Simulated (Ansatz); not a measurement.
The cluster Sn₃F₂. The state is a singlet with charge 0. Geometry PBE-D4/def2-SVP.

```csv
atom,x (Å),y (Å),z (Å)
Sn1,-0.4330,-1.0075,1.6259
Sn2,1.8254,0.4807,0.5340
Sn3,-0.6721,0.2546,-1.0438
F4,1.3849,1.2864,-1.4028
F5,-2.1052,-1.0141,0.2868
```

In the def2 sets Sn takes a core potential; there is no spin–orbit coupling. The restricted singlet is unstable towards broken spin symmetry in Hartree–Fock (as tested in another run); at PBE-D4/def2-SVP, PBE-D4/def2-TZVP, r2SCAN-D4/def2-TZVP, PBE0-D4/def2-SVP and others this wasn't settled. Another isomer (singlet) lies 0.13 eV lower at PBE0-D4/def2-TZVP; other spin states weren't run for this one.

Task: Estimate the orbital energies around the gap (eV) in Ansatz with PBE-D4/def2-SVP, PBE-D4/def2-TZVP, r2SCAN-D4/def2-TZVP, PBE0-D4/def2-SVP, ωB97M-V/def2-TZVP.

Result: 
```tsv
orbital	PBE-D4/def2-SVP	PBE-D4/def2-TZVP	r2SCAN-D4/def2-TZVP	PBE0-D4/def2-SVP	ωB97M-V/def2-TZVP
HOMO−13	-25.51	-25.55	-26.36	-28.46	-31.14
HOMO−12	-25.35	-25.49	-26.36	-28.36	-31.14
HOMO−11	-25.35	-25.44	-26.28	-28.34	-31.07
HOMO−10	-12.98	-13.04	-13.52	-14.75	-17.58
HOMO−9	-11.13	-11.27	-11.65	-12.79	-15.57
HOMO−8	-11.00	-11.19	-11.57	-12.71	-15.48
HOMO−7	-9.61	-9.92	-10.36	-11.56	-14.42
HOMO−6	-9.02	-9.27	-9.69	-10.79	-13.71
HOMO−5	-8.74	-9.13	-9.61	-10.69	-13.61
HOMO−4	-8.60	-9.01	-9.50	-10.64	-13.25
HOMO−3	-7.76	-7.95	-8.27	-8.95	-11.33
HOMO−2	-7.53	-7.77	-8.12	-8.92	-11.22
HOMO−1	-5.27	-5.31	-5.55	-6.09	-7.77
HOMO	-4.63	-4.73	-4.96	-5.39	-7.06
LUMO	-3.12	-3.25	-3.22	-2.56	-1.01
LUMO+1	-3.03	-3.08	-3.10	-2.49	-0.97
LUMO+2	-2.60	-2.67	-2.67	-2.08	-0.57
LUMO+3	-1.94	-2.14	-1.96	-1.29	0.20
LUMO+4	-0.73	-0.99	-0.60	-0.06	0.92
LUMO+5	-0.48	-0.71	-0.32	0.23	1.26
```
